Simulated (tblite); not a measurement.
C₃H₈O₃Si₂.
Cartesian coordinates in Å at the GFN2-xTB level; atoms count from 1:
```xyz
16
C3H8O3Si2 angstrom
O     -0.809    1.245    2.001
C     -1.676    1.192    1.150
Si    -1.619    0.108   -0.391
C     -0.806   -1.587   -0.194
C      0.038   -0.595   -0.989
Si     1.706   -0.072   -0.269
O      2.045    1.281   -1.116
O      1.643    0.137    1.329
H     -2.582    1.817    1.282
H     -2.767    0.292   -1.266
H     -1.207   -2.432   -0.737
H     -0.416   -1.871    0.773
H      0.060   -0.796   -2.053
H      2.743   -1.084   -0.427
H      2.773    1.836   -0.850
H      0.866    0.538    1.746
```

Level: GFN2-xTB in tblite, geometry and Hessian alike; calculated harmonic values, unscaled, isolated species. Against measured fundamentals such values can be off by several per cent, at times by over 20. Modes of hydrogen on silicon can be 10 to 20 % off. One conformer, not necessarily the lowest.

Harmonic wavenumbers (cm⁻¹): 40.2, 90.1, 135.2, 146.3, 153.2, 193.7, 222.1, 296.0, 309.3, 335.5, 402.7, 456.1, 553.6, 583.2, 593.2, 660.8, 671.9, 712.9, 726.4, 738.7, 750.7, 788.8, 798.6, 866.2, 922.4, 933.3, 962.7, 1008.5, 1016.8, 1119.4, 1227.1, 1365.8, 1433.9, 1663.0, 2305.5, 2332.1, 2723.7, 3032.4, 3054.1, 3067.9, 3336.1, 3678.6.

A = 1928, B = 1152, C = 936.8 MHz; mass 148.001 u (most abundant isotopes); point group C1, symmetry number 1.

Q: Zero-point energy?

A: ½Σν̃ = 23204 cm⁻¹ = 277.58 kJ/mol.

Q: Give the ideal-gas entropy at 273.15 K and 1 bar in the rigid-rotor, harmonic-oscillator model (classical rotation).

A: Translation 169.36, rotation 122.02, vibration 120.07: S = 411.4 J/(mol K).

Q: And Cp and H(273.15 K) − H(0)?

A: Cp = 164.30 J/(mol K), of which vibrations give 131.04 (their classical limit is 42 R = 349.2); H(273.15 K) − H(0) = 26.95 kJ/mol without the zero-point energy, 17.87 from vibrations.

Q: Blend soft modes into free rotors: weight 1/[1 + (100 cm⁻¹/ν̃)⁴] for the oscillator and the rest for a rotor with moment μB/(μ + B), μ = h/(8π²ν), B = 10⁻⁴⁴ kg m². What vibrational entropy results?

A: 112.50 J/(mol K) in place of 120.07, which changes −T·S at 273.15 K by +2.07 kJ/mol.

Q: How do the functions run with temperature in this model?

A: 
| T (K) | S (J/(mol K)) | Cp (J/(mol K)) | H − H(0) (kJ/mol) | G − H(0) (kJ/mol) | ln q(vib) |
| --- | --- | --- | --- | --- | --- |
| 50 | 247.2 | 54.4 | 2.07 | -10.29 | 0.51 |
| 100 | 293.8 | 82.2 | 5.51 | -23.87 | 1.69 |
| 298.15 | 426.3 | 174.9 | 31.20 | -95.90 | 7.29 |
| 373.15 | 468.6 | 202.6 | 45.39 | -129.48 | 9.44 |
| 500 | 533.1 | 237.8 | 73.46 | -193.11 | 12.99 |
| 750 | 638.5 | 281.0 | 138.81 | -340.10 | 19.45 |
| 1000 | 723.3 | 307.9 | 212.65 | -510.68 | 25.18 |

q(vib) and H(0) count from the zero-point level.

Hindered rotation and anharmonicity are outside this model. Other conformers, if any are populated, would add a mixing term that is left out. The structure is chiral; the term R ln 2 for an equal mix with its mirror image is left out.
